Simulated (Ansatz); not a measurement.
# Energy profile

The step: Si₂H₅OF ([OH][SiH]([F])[SiH3]) → Si₂H₄O ([O][SiH][SiH3]) + HF; bonds formed: F2–H4; bonds broken: Si1–F2, O3–H4 (atoms numbered as in the saddle structure below).

```xyz
9
angstrom
Si -1.0300 -0.0079 -0.4149
F 0.1472 -2.3136 -0.0124
O -1.8708 -0.8926 0.5150
H -0.6828 -2.0732 0.4043
H -1.4754 0.2523 -1.8164
Si 0.9368 1.0852 0.2453
H 0.6640 2.5474 0.2555
H 1.3297 0.6127 1.5920
H 1.9810 0.7898 -0.7683
```

Electronic energies by CCSD(T) at an estimated basis limit (MP2 extrapolated from triple and quadruple zeta, plus CCSD(T) − MP2 in triple zeta), on PBE0-D4/def2-TZVP structures; Si₂H₅OF, singlet; no counterpoise correction. Computed with Ansatz 0.2.0 (basis: def2-TZVPP and def2-QZVPP); correlated methods freeze the cores. Extrapolation: Hartree–Fock as exp(−7.88 √X), correlation as X^−2.97.

Q: Give the profile in kcal/mol, counted from the start structure. (To be estimated.)

A: Computed:
```tsv
point	kcal/mol
start structure	0.00
saddle	68.89
end structure	65.01
separated: Si₂H₄O (linked as [O][SiH][SiH3]; Si1, O3, H5, Si6, H7, H8, H9; singlet) + HF (F2, H4; singlet)	78.27
```

T1 diagnostic: at most 0.021.

For scale, one of the runs: CCSD(T)/def2-TZVPP, 216 basis functions, launched by `ansatz run in.yaml --threads 4 --pin off --events-out ev --progress --plain --max-ram 9574MiB`. Hardware: 4 CPU threads of an Arm Neoverse V2, shared host. Wall time 58 s; peak host memory 3.1 GiB.
